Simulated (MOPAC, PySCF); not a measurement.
C3H6Si, SMILES `C([SiH3])=C=C`, neutral singlet in the gas phase. 

Cartesian coordinates (Å):
```xyz
10

C      2.1528     0.3558     0.4883
C      1.0330    -0.0567    -0.0299
C     -0.1082    -0.4508    -0.5162
Si    -1.7301    -0.0487     0.3121
H      2.5793     1.3134     0.2138
H      2.6962    -0.2489     1.2047
H     -0.1081    -1.0335    -1.4354
H     -1.4698     0.7474     1.5306
H     -2.6006     0.7188    -0.6116
H     -2.4444    -1.2975     0.6727
```
Charge 0, spin multiplicity 1.

All levels are single points at this geometry (B3LYP-D3(BJ)/def2-TZVP); Pople sets use spherical d functions. Orbital energies aren't observables, and empty levels follow the basis.

B3LYP-D3(BJ)/def2-TZVP in PySCF gives gap (eV) = 6.91.

Problem. Estimate the gap (eV) from each of these levels: B3LYP/3-21G in PySCF; B3LYP/6-311+G** in PySCF; B3LYP/6-31G* in PySCF; B3LYP/LANL2DZ in PySCF; SVWN5/6-31G* in PySCF; HF/3-21G in PySCF; HF/STO-3G in PySCF; PM3 in MOPAC.

Solution. 
```tsv
level	gap (eV)
B3LYP/3-21G in PySCF	7.23
B3LYP/6-311+G** in PySCF	6.91
B3LYP/6-31G* in PySCF	7.03
B3LYP/LANL2DZ in PySCF	7.23
SVWN5/6-31G* in PySCF	5.28
HF/3-21G in PySCF	14.06
HF/STO-3G in PySCF	16.50
PM3 in MOPAC	9.95
```
